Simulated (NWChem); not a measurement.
Species: C$_{5}$H$_{3}$F; SMILES C#CC(F)=C=C

Program: NWChem. Coordinates come from a PBE-D3(BJ)/def2-SVP optimisation. COSMO at PBE0/def2-SVP, default radii, gas-phase geometry; f = (ε − 1)/ε scales the surface charges.

| row | f | electrostatic solvation energy (kcal/mol) |
|---|---|---|
| ε = 2.0 | 0.5000 | -2.01 |
| ε = 3.9 | 0.7436 | -3.12 |
| ε = 7.6 | 0.8684 | withheld |
| ε = 20.7 | 0.9517 | -4.16 |
| ε = 46.7 | 0.9786 | -4.31 |

Q: Fit a straight line of the last column on the one before it, predict the withheld value, and compare with the run.

A: 
1. Means of the 4 shown rows: x = 0.79348, y = -3.400. Slope Σ(x − x̄)(y − ȳ)/Σ(x − x̄)² = -0.7106/0.1479 = -4.804; intercept 0.412.
2. The shown rows scatter about the line by 0.025 (root mean square); the largest residual is +0.04, at ε = 3.9.
3. At x = 0.8684 (ε = 7.6; inside the shown range) the line gives -3.76.
4. The run gives -3.74, +0.02 from the line, 0.8 times the scatter.
